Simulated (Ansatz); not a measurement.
`C[Si](C)(S)S` + HCl → `C[Si](C)(S)Cl` + H₂S at 600 K and 1 bar (ligand exchange at the Si–S bond).

Calculated with Ansatz (gas phase, PBE0-D4/def2-TZVP geometries, no zero-point term in ΔE). CCSD(T)/CBS adds triple-zeta CCSD(T) − MP2 to the extrapolated MP2 energy (def2 sets, frozen cores). This one scheme is used for every species. Each species was taken in one conformer, which may not be the lowest.

| species | CCSD(T)/CBS energy (Eh) | H − E (kJ/mol) | S (J/(mol·K)) |
| --- | --- | --- | --- |
| `C[Si](C)(S)S` | -1165.64703 | 324.8 | 508.3 |
| HCl | -460.38127 | 35.4 | 207.2 |
| `C[Si](C)(S)Cl` | -1227.07199 | 297.7 | 486.7 |
| H₂S | -398.97279 | 60.8 | 230.9 |

H − E and S are ideal-gas, rigid-rotor, harmonic terms from PBE0-D4/def2-TZVP, for one conformer and one mirror image of each species. 1 Eh = 2625.50 kJ/mol, R = 8.31446 J/(mol·K).

Q: By hand: ΔE, ΔH, ΔS and ΔG.

A: ΔE = (-1227.07199) + (-398.97279) − (-1165.64703) − (-460.38127) = -0.01648 Eh = -43.3 kJ/mol. Δ(H − E) = 297.7 + 60.8 − 324.8 − 35.4 = -1.7, so ΔH = -45.0 kJ/mol. ΔS = 486.7 + 230.9 − 508.3 − 207.2 = 2.1 J/(mol·K). ΔG = -45.0 − 600 × (2.1)/1000 = -46.3 kJ/mol.

Q: By hand: the equilibrium constant, and the temperature at which ΔG would vanish if ΔH and ΔS stayed fixed.

A: log₁₀ K = −ΔG/(RT ln 10) = 4.0. ΔH and −TΔS have one sign here, so there is no such temperature. One of them is within its doubt of zero, so this could turn.

The number of gas molecules stays the same, so ΔS is small and ΔH decides. A doubt of 5 kJ/mol in ΔE shifts log₁₀ K by 0.4 here. Other conformers and mirror images would add mixing entropy, several J/(mol·K) or more a flexible species. These are equilibria of isolated gas molecules and say nothing of rates. Largest T1 diagnostic: 0.010 (customary marks: 0.02 for closed shells, 0.045 for open ones).
